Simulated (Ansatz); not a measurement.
Cartesian coordinates (Å):
SMILES: C([SiH3])(C)[SiH3]
```xyz
14

C     -0.1743     1.5687    -0.1785
C     -0.1313     0.0478    -0.4564
Si    -1.3943    -0.8760     0.5897
Si     1.6079    -0.6392    -0.2410
H     -1.1734     1.9786    -0.3513
H      0.0956     1.7865     0.8587
H      0.5240     2.1124    -0.8211
H     -0.4066    -0.1374    -1.5042
H     -2.7531    -0.3250     0.3555
H     -1.0721    -0.7194     2.0296
H     -1.4018    -2.3214     0.2582
H      2.0479    -0.4735     1.1663
H      1.6553    -2.0802    -0.5879
H      2.5589     0.0940    -1.1143
```
Charge 0, spin multiplicity 1.

These are frozen-core CCSD(T)/cc-pVTZ // TPSSh-D3(BJ)/def2-TZVP run with Ansatz (a quantum-chemistry and plane-wave program) values and carry that method's errors.

| Quantity | Value |
|---|---|
| HF energy | -659.47239 Ha |
| MP2 correlation energy | -0.61856 Ha |

Estimate the CCSD correlation energy, the (T) correction, the total energy and the T1 diagnostic.


| Quantity | Result |
|---|---|
| CCSD correlation energy | -0.68475 Ha |
| (T) correction | -0.02498 Ha |
| CCSD(T) total energy | -660.18213 Ha |
| T1 diagnostic | 0.011 |
